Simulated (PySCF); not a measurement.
B(NCO)(OH)2 (CH2BNO3), SMILES O=C=NB(O)O.

Geometry: ωB97X-D3(BJ)/def2-SVP. This is a generated structure with no PubChem entry under its InChIKey; it may be hypothetical. Other conformers were not sampled.

Two levels are set side by side: PBE/def2-TZVP (PySCF) and ωB97X/def2-TZVP (PySCF). Same geometry, gas phase. Differences are taken from unrounded values.

| quantity | ωB97X |
|---|---|
| orbital gap (eV) | 13.50 |
| highest occupied level (eV) | -11.29 |
| lowest empty level (eV) | 2.21 |
| dipole moment (D) | 0.44 |
| mean polarisability (bohr³) | 40.2 |

**Question.** What does PBE give, and how far is it from ωB97X? (An estimate is asked for; the answer gives what the named calculation found.)

**Answer.** 
| quantity | PBE | PBE minus ωB97X |
|---|---|---|
| orbital gap (eV) | 6.39 | -7.11 |
| highest occupied level (eV) | -7.40 | 3.89 |
| lowest empty level (eV) | -1.01 | -3.22 |
| dipole moment (D) | 0.32 | -0.12 |
| mean polarisability (bohr³) | 42.7 | 2.5 |

PBE's occupied levels lie high since its potential decays too fast outside the molecule; exact exchange lowers them and widens the gap. Loosely held outer electrons make PBE densities more polarisable. Differences between two approximate levels are no errors against the true value.

Rough cost on one machine, each run with all the roots and properties that it gave: ωB97X against PBE within a factor of 2.
